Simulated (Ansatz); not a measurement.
A search over several starts for the lowest SCF solution of WS₂O₂H₂⁺, that is WS2(OH)2 with one electron fewer at the given spin, in a small basis.

```yaml
crystal:
  periodic: [false, false, false]
  atoms:
    - {symbol: W, position_ang: [0.244788, 0.002110, 0.172692]}
    - {symbol: S, position_ang: [0.254684, -0.204327, 2.305804]}
    - {symbol: S, position_ang: [2.254651, 0.225946, -0.536668]}
    - {symbol: O, position_ang: [-0.758094, 1.528985, -0.271737]}
    - {symbol: H, position_ang: [-0.491400, 2.191464, -0.925405]}
    - {symbol: O, position_ang: [-0.492014, -1.540281, -0.609974]}
    - {symbol: H, position_ang: [-1.012615, -2.203898, -0.134722]}
basis:
  gaussian: {orbitals: def2-SVP}
total_charge: 1
magnetization: {spin_polarized: true, initial_magnetization: 1}
hamiltonian: {xc: pbe0, dispersion: d4}
output: {orbitals: {seedname: orbitals}}
```

```sh
$ ansatz run in.yaml --threads 4 --pin off --events-out ev --progress --plain --max-ram 3916MiB
```

It prints (some lines left out):

```
Functional definition: PBE0
995 factors; integrals over basis functions are off by at most 1.1e-3 eV
mean field evaluation 1: about -27581.0406 eV, gradient 6.4e1 eV
mean field evaluation 2: about -27407.0023 eV, gradient 1.9e2 eV
mean field evaluation 4: about -27589.7003 eV, gradient 3.8e1 eV
mean field evaluation 8: about -27596.6461 eV, gradient 1.1e0 eV
mean field evaluation 16: about -27596.6581 eV, gradient 1.4e-2 eV
mean field evaluation 32: about -27596.6582 eV, gradient 1.1e-4 eV
mean field -27596.65815715 eV, -1014.1584815886 hartree, gradient 3.3e-5 eV, S^2 0.797775; 4 other end points of the search recorded, 0 dependent functions left out
reference -27596.65820247 eV, -1014.1584832541 hartree; 32, 31 occupied and 74, 75 virtual orbitals, 995 factors
Total energy: -27596.84912880 eV, -1014.1654996670 hartree
```

Run time 5.5 s (4 threads of Arm Neoverse V2 on a shared host).

In the def2 sets W takes a core potential; there is no spin–orbit coupling.
